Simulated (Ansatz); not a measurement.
B₁₅P₁₅H₃₄, a nanocrystal cut from wurtzite BP (hydrogen-capped), relaxed as a singlet with RKS PBE-D4/def2-SVP in Ansatz, starting from the GFN2-xTB geometry. Force threshold 0.03 eV/Å.

Single mean-field runs in def2-SVP are fitted with def2-universal-jkfit.

Start:

Cartesian coordinates in Å:
```
B -3.276 -0.646 -2.331
P -3.636 0.458 -0.802
P -1.910 -1.960 -1.766
B -1.564 -1.896 0.141
B 0.153 -4.423 -0.896
P -0.235 -3.264 0.602
B -2.084 1.271 -0.026
P -2.498 2.371 1.488
P -0.779 -0.158 0.519
B -0.428 0.009 2.425
B 1.350 -2.469 1.390
P 0.913 -1.341 2.906
B -0.976 3.219 2.297
P 0.315 1.778 2.711
B 2.461 -0.547 3.747
P -2.423 0.540 -3.589
B -0.267 -1.849 -2.798
P 0.996 -3.213 -2.158
B -0.807 1.368 -2.964
P -1.235 2.385 -1.378
P 0.404 -0.077 -2.372
B 0.878 0.072 -0.497
B 2.640 -2.392 -1.553
P 2.205 -1.344 0.027
B 0.328 3.277 -0.678
P -0.205 4.270 0.877
P 1.546 1.843 -0.072
B 2.019 1.996 1.805
B 3.784 -0.466 0.749
P 3.218 0.521 2.313
H -4.266 -1.130 -2.766
H -4.371 -0.214 0.165
H -4.606 1.438 -1.069
H -2.527 -3.176 -2.061
H -2.591 -2.004 0.752
H -0.873 -4.850 -1.353
H 0.918 -5.273 -0.565
H -0.871 -4.014 1.607
H -3.253 1.664 2.416
H -3.504 3.291 1.150
H -1.461 -0.109 3.025
H 2.108 -3.325 1.725
H 0.247 -2.145 3.847
H -1.285 3.878 3.232
H 0.525 1.955 4.079
H 2.111 0.160 4.652
H 3.228 -1.396 4.075
H -3.330 1.489 -4.077
H -2.223 -0.116 -4.793
H -0.511 -1.918 -3.968
H 1.263 -3.951 -3.320
H -0.321 2.067 -3.791
H -2.207 3.370 -1.719
H 1.559 0.157 -3.118
H 3.425 -3.236 -1.252
H 3.051 -1.653 -2.409
H 0.812 3.980 -1.504
H -1.038 5.343 0.539
H 0.838 5.035 1.371
H 2.690 2.058 -0.841
H 2.464 3.085 2.021
H 4.579 -1.296 1.062
H 4.209 0.305 -0.071
H 4.327 1.197 2.843
```

```tsv
step	energy (eV)	largest force component (eV/Å)	SCF passes
1	-149917.1788	0.883	22
2	-149917.6784	0.281	21
3	-149917.7565	0.062	21
4	-149917.7568	0.055	20
5	-149917.7604	0.037	21
6	-149917.7608	0.007	15
```

Force components are those of the run's own axes.

End:

```xyz
64

B    -3.290   -0.651   -2.356
P    -3.686    0.440   -0.793
P    -1.939   -1.991   -1.786
B    -1.594   -1.898    0.140
B     0.151   -4.439   -0.913
P    -0.257   -3.283    0.614
B    -2.119    1.291   -0.025
P    -2.532    2.379    1.528
P    -0.801   -0.134    0.510
B    -0.450    0.023    2.441
B     1.329   -2.459    1.394
P     0.896   -1.345    2.934
B    -0.972    3.245    2.308
P     0.316    1.799    2.753
B     2.474   -0.535    3.763
P    -2.431    0.537   -3.642
B    -0.283   -1.853   -2.824
P     1.000   -3.229   -2.199
B    -0.805    1.372   -2.982
P    -1.264    2.416   -1.390
P     0.426   -0.073   -2.402
B     0.874    0.087   -0.507
B     2.649   -2.393   -1.567
P     2.189   -1.332    0.025
B     0.338    3.293   -0.682
P    -0.181    4.319    0.886
P     1.577    1.861   -0.086
B     2.024    2.023    1.817
B     3.798   -0.461    0.746
P     3.248    0.549    2.325
H    -4.315   -1.139   -2.801
H    -4.362   -0.337    0.191
H    -4.689    1.424   -1.082
H    -2.551   -3.243   -2.087
H    -2.632   -2.008    0.782
H    -0.889   -4.911   -1.369
H     0.972   -5.274   -0.554
H    -0.909   -4.060    1.624
H    -3.208    1.602    2.513
H    -3.553    3.334    1.205
H    -1.506   -0.116    3.048
H     2.126   -3.326    1.722
H     0.225   -2.154    3.906
H    -1.301    3.926    3.264
H     0.548    1.966    4.149
H     2.133    0.168    4.712
H     3.260   -1.429    4.049
H    -3.357    1.523   -4.113
H    -2.186   -0.184   -4.846
H    -0.523   -1.922   -4.024
H     1.271   -3.984   -3.383
H    -0.316    2.117   -3.815
H    -2.208    3.432   -1.769
H     1.613    0.128   -3.166
H     3.418   -3.271   -1.196
H     3.115   -1.650   -2.429
H     0.810    4.010   -1.548
H    -1.052    5.397    0.525
H     0.925    5.044    1.414
H     2.767    2.067   -0.844
H     2.486    3.137    2.033
H     4.558   -1.356    1.097
H     4.269    0.290   -0.106
H     4.378    1.238    2.869
```

By distances, no bond broke or formed. The bond that changes most is P26–H59, from 1.39 to 1.42 Å (atoms count from 1).

No frequencies were taken in this run, so the end may be a saddle point.

Hardware: 5 threads of AMD EPYC 7R13 on a shared host and a share (37 GiB) of an NVIDIA H100 80GB HBM3. Wall time 43 s, peak host memory 1.2 GiB.
